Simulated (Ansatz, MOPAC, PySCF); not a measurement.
Dimer: H3NSe (SMILES N[SeH]) (first 5 atoms) with HF (SMILES F); geometry from B3LYP-D3(BJ)/def2-TZVP, rigid monomers moved along the line of their centres of mass till N1···H7 is 2.34 Å.
(charge 0, multiplicity 1):
```json
[
 {"atom": "N", "x (Å)": "-1.0014", "y (Å)": "0.6000", "z (Å)": "0.7596"},
 {"atom": "Se", "x (Å)": "-0.2006", "y (Å)": "-0.9469", "z (Å)": "0.0494"},
 {"atom": "H", "x (Å)": "-0.8263", "y (Å)": "1.3977", "z (Å)": "0.1597"},
 {"atom": "H", "x (Å)": "-2.0012", "y (Å)": "0.4682", "z (Å)": "0.8594"},
 {"atom": "H", "x (Å)": "-0.9287", "y (Å)": "-0.9973", "z (Å)": "-1.2400"},
 {"atom": "F", "x (Å)": "0.1600", "y (Å)": "1.3718", "z (Å)": "3.7356"},
 {"atom": "H", "x (Å)": "-0.2370", "y (Å)": "1.2278", "z (Å)": "2.8774"}
]
```

Interaction energies are E(AB) − E(A) − E(B) at the monomers' geometry in the complex; basis-set methods are counterpoise corrected. Rows marked so take none.

Cores are frozen in the correlated methods. Filled d and f shells under p-block atoms count as core. CBS(a, b) extrapolates the correlation energy as X⁻³ and adds the Hartree–Fock energy of set b. Rows in 3-21G, 6-31G* carry no dispersion term and start afresh at each structure (6-31G* with six Cartesian d functions); the Pople sets are all-electron and without relativity. MP2/6-31G* freezes PySCF's default core, which leaves 3d correlated. The state reached by AM1, PM6, PM7 isn't checked; PM7 holds dispersion and hydrogen-bond terms.

Run with Ansatz (a program for electronic structure) with Gaussian orbitals; MOPAC for AM1, PM6, PM7 (differences of heats of formation); PySCF for 3-21G rows, 6-31G* rows, the dispersion terms. 

Other levels give for the interaction energy: PBE/def2-TZVPPD -28.8; B3LYP/def2-TZVPPD -27.3; B3LYP-D3(BJ)/def2-TZVPPD -30.5; wB97M-V/def2-TZVPPD -29.0; CCSD(T)/CBS(aug-cc-pVDZ, aug-cc-pVTZ) -28.3 kJ/mol.

Task: What do these common cheap choices give for the same quantity: AM1, PM6, PM7, HF/3-21G (no counterpoise), HF/6-31G* (no counterpoise), M06-2X/6-31G* (no counterpoise), MP2/6-31G*, MP2/6-31G* (no counterpoise)?

Result: AM1 -10.2; PM6 -14.8; PM7 -20.5; HF/3-21G (no counterpoise) -42.6; HF/6-31G* (no counterpoise) -30.9; M06-2X/6-31G* (no counterpoise) -33.9; MP2/6-31G* -30.1; MP2/6-31G* (no counterpoise) -35.3 kJ/mol. They span -42.6 to -10.2 kJ/mol.
